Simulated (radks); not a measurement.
Question: Species: Nd III. Configuration: [Kr] 4d10 4f4.5 5s1.5 5p6 (fractional occupations, a model configuration). Calculated with a radial shooting solver on a logarithmic mesh with Libxc functionals: Dirac Kohn-Sham, BLYP, spin-unpolarised, spherical densities, point nucleus; open shells fill j = l - 1/2 first. Some entries of the table are withheld. Estimate them.

| orbital | occ. | eigenvalue (eV) | <1/r> (bohr^-1) |
|---|---|---|---|
| 1s1/2 | 2 | -43380.87 | 66.07 |
| 2s1/2 | 2 | -7022.944 | 15.64 |
| 2p1/2 | 2 | -6644.945 | 15.62 |
| 2p3/2 | 4 | -6124.614 | 14.03 |
| 3s1/2 | 2 | -1531.731 | 5.664 |
| 3p1/2 | 2 | (1) | 5.578 |
| 3p3/2 | 4 | (2) | 5.182 |
| 3d3/2 | 4 | (3) | 5.052 |
| 3d5/2 | 6 | (4) | 4.952 |
| 4s1/2 | 2 | -313.4196 | 2.351 |
| 4p1/2 | 2 | -252.5766 | 2.245 |
| 4p3/2 | 4 | -230.0970 | 2.112 |
| 4d3/2 | 4 | -130.1846 | 1.890 |
| 4d5/2 | 6 | -126.2262 | 1.857 |
| 5s1/2 | 1.5 | -53.0274 | 0.9004 |
| 5p1/2 | 2 | -36.8380 | 0.7902 |
| 5p3/2 | 4 | -33.8015 | 0.7440 |
| 4f5/2 | 4.5 | -13.8374 | 1.237 |
| 4f7/2 | 0 | -13.4461 | 1.221 |

Answer: 
(1) 3p1/2 eigenvalue (eV): -1370.337
(2) 3p3/2 eigenvalue (eV): -1266.473
(3) 3d3/2 eigenvalue (eV): -985.4191
(4) 3d5/2 eigenvalue (eV): -962.9600
